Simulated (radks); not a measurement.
Values are calculated unless marked as measured or tabulated.
Q: These are the eigenvalues of the occupied orbitals of an atom or ion with whole-number occupations (eV). Code: a radial shooting solver on a logarithmic mesh with Libxc functionals. Model: scalar-relativistic Kohn-Sham, exchange-only LDA, spin-polarised, spherical densities, point nucleus.

1s up: -75035.15
1s down: -75035.06
2s up: -14081.86
2s down: -14079.81
2p up: -12422.45
2p down: -12420.71
3s up: -4209.126
3s down: -4207.723
3p up: -3721.366
3p down: -3719.880
3d up: -3180.813
3d down: -3178.929
4s up: -1732.340
4s down: -1727.651
4p up: -1557.943
4p down: -1553.327
4d up: -1349.969
4d down: -1345.360

Which element is it, and in what charge state? The configuration may be excited. Open shells, if any, are filled with parallel spins first.

A: Z = 76, osmium, charge +32: Os32+ in [Kr] 4d8. The list shows which subshells hold electrons but not how many an open one holds; the 1s level, -2757.5 hartree, gives Z - s = 74.3 by -(Z - s)^2/2, which with screening and relativity narrows Z to a few neighbours, and the depths of the outer levels then fix element, charge and occupations together.
